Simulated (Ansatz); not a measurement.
Zr2S4⁻. The state is a doublet with charge -1. Geometry PBE0-D4/def2-SVPD.

```xyz
6

Zr   -0.2440    0.0608   -0.2553
Zr    1.8795   -1.2617    1.0407
S    -1.2997    2.0492    0.6509
S    -2.1301    1.3977   -1.2156
S     2.1185   -0.0583   -1.0243
S    -0.3242   -2.1877    0.8035
```

In the def2 sets Zr takes a core potential; there is no spin–orbit coupling. LC-ωPBE has ω = 0.4 bohr⁻¹. At PBE-D4/def2-TZVPD, PBE0-D4/def2-TZVPD, BHLYP-D4/def2-TZVPD, LC-ωPBE/def2-TZVPD the charge -1 doublet is spin-contaminated (final ⟨S²⟩ up to 1.44, 0.75 for a pure state). No other spin state of charge -1 was run. The geometry of the doublet was relaxed on an unsound state (⟨S²⟩ 1.10, where a pure state has 0.75). Another isomer (doublet) lies 2.75 eV lower at PBE0-D4/def2-TZVPD; other spin states weren't run for this one.

Task: Estimate the α-spin orbital energies around the gap (eV) in Ansatz with PBE-D4/def2-TZVPD, BLYP-D4/def2-TZVPD, PBE0-D4/def2-TZVPD, BHLYP-D4/def2-TZVPD, LC-ωPBE/def2-TZVPD.

Result: 
```json
{"orbital": "HOMO−9", "PBE-D4/def2-TZVPD": "-3.84", "BLYP-D4/def2-TZVPD": "-3.63", "PBE0-D4/def2-TZVPD": "-5.00", "BHLYP-D4/def2-TZVPD": "-5.95", "LC-ωPBE/def2-TZVPD": "-7.61"}
{"orbital": "HOMO−8", "PBE-D4/def2-TZVPD": "-3.51", "BLYP-D4/def2-TZVPD": "-3.31", "PBE0-D4/def2-TZVPD": "-4.67", "BHLYP-D4/def2-TZVPD": "-5.68", "LC-ωPBE/def2-TZVPD": "-7.34"}
{"orbital": "HOMO−7", "PBE-D4/def2-TZVPD": "-3.42", "BLYP-D4/def2-TZVPD": "-3.22", "PBE0-D4/def2-TZVPD": "-4.64", "BHLYP-D4/def2-TZVPD": "-5.65", "LC-ωPBE/def2-TZVPD": "-7.31"}
{"orbital": "HOMO−6", "PBE-D4/def2-TZVPD": "-3.37", "BLYP-D4/def2-TZVPD": "-3.17", "PBE0-D4/def2-TZVPD": "-4.46", "BHLYP-D4/def2-TZVPD": "-5.36", "LC-ωPBE/def2-TZVPD": "-7.11"}
{"orbital": "HOMO−5", "PBE-D4/def2-TZVPD": "-3.20", "BLYP-D4/def2-TZVPD": "-3.00", "PBE0-D4/def2-TZVPD": "-4.33", "BHLYP-D4/def2-TZVPD": "-5.28", "LC-ωPBE/def2-TZVPD": "-6.96"}
{"orbital": "HOMO−4", "PBE-D4/def2-TZVPD": "-2.81", "BLYP-D4/def2-TZVPD": "-2.63", "PBE0-D4/def2-TZVPD": "-3.80", "BHLYP-D4/def2-TZVPD": "-4.62", "LC-ωPBE/def2-TZVPD": "-6.26"}
{"orbital": "HOMO−3", "PBE-D4/def2-TZVPD": "-2.37", "BLYP-D4/def2-TZVPD": "-2.21", "PBE0-D4/def2-TZVPD": "-3.48", "BHLYP-D4/def2-TZVPD": "-4.42", "LC-ωPBE/def2-TZVPD": "-5.94"}
{"orbital": "HOMO−2", "PBE-D4/def2-TZVPD": "-1.17", "BLYP-D4/def2-TZVPD": "-1.02", "PBE0-D4/def2-TZVPD": "-2.18", "BHLYP-D4/def2-TZVPD": "-3.06", "LC-ωPBE/def2-TZVPD": "-4.61"}
{"orbital": "HOMO−1", "PBE-D4/def2-TZVPD": "-0.56", "BLYP-D4/def2-TZVPD": "-0.41", "PBE0-D4/def2-TZVPD": "-1.34", "BHLYP-D4/def2-TZVPD": "-2.17", "LC-ωPBE/def2-TZVPD": "-3.77"}
{"orbital": "HOMO", "PBE-D4/def2-TZVPD": "-0.29", "BLYP-D4/def2-TZVPD": "-0.11", "PBE0-D4/def2-TZVPD": "-1.17", "BHLYP-D4/def2-TZVPD": "-1.88", "LC-ωPBE/def2-TZVPD": "-3.54"}
{"orbital": "LUMO", "PBE-D4/def2-TZVPD": "0.35", "BLYP-D4/def2-TZVPD": "0.49", "PBE0-D4/def2-TZVPD": "1.14", "BHLYP-D4/def2-TZVPD": "1.97", "LC-ωPBE/def2-TZVPD": "2.89"}
{"orbital": "LUMO+1", "PBE-D4/def2-TZVPD": "0.89", "BLYP-D4/def2-TZVPD": "1.04", "PBE0-D4/def2-TZVPD": "1.41", "BHLYP-D4/def2-TZVPD": "2.16", "LC-ωPBE/def2-TZVPD": "3.14"}
{"orbital": "LUMO+2", "PBE-D4/def2-TZVPD": "1.15", "BLYP-D4/def2-TZVPD": "1.25", "PBE0-D4/def2-TZVPD": "1.87", "BHLYP-D4/def2-TZVPD": "2.62", "LC-ωPBE/def2-TZVPD": "3.57"}
{"orbital": "LUMO+3", "PBE-D4/def2-TZVPD": "1.17", "BLYP-D4/def2-TZVPD": "1.33", "PBE0-D4/def2-TZVPD": "1.89", "BHLYP-D4/def2-TZVPD": "2.67", "LC-ωPBE/def2-TZVPD": "3.68"}
{"orbital": "LUMO+4", "PBE-D4/def2-TZVPD": "1.20", "BLYP-D4/def2-TZVPD": "1.34", "PBE0-D4/def2-TZVPD": "2.10", "BHLYP-D4/def2-TZVPD": "3.06", "LC-ωPBE/def2-TZVPD": "3.94"}
{"orbital": "LUMO+5", "PBE-D4/def2-TZVPD": "1.52", "BLYP-D4/def2-TZVPD": "1.64", "PBE0-D4/def2-TZVPD": "2.30", "BHLYP-D4/def2-TZVPD": "3.20", "LC-ωPBE/def2-TZVPD": "4.02"}
{"orbital": "β HOMO", "PBE-D4/def2-TZVPD": "-0.38", "BLYP-D4/def2-TZVPD": "-0.24", "PBE0-D4/def2-TZVPD": "-1.20", "BHLYP-D4/def2-TZVPD": "-1.88", "LC-ωPBE/def2-TZVPD": "-3.55"}
{"orbital": "β LUMO", "PBE-D4/def2-TZVPD": "0.36", "BLYP-D4/def2-TZVPD": "0.46", "PBE0-D4/def2-TZVPD": "1.16", "BHLYP-D4/def2-TZVPD": "1.71", "LC-ωPBE/def2-TZVPD": "2.85"}
```
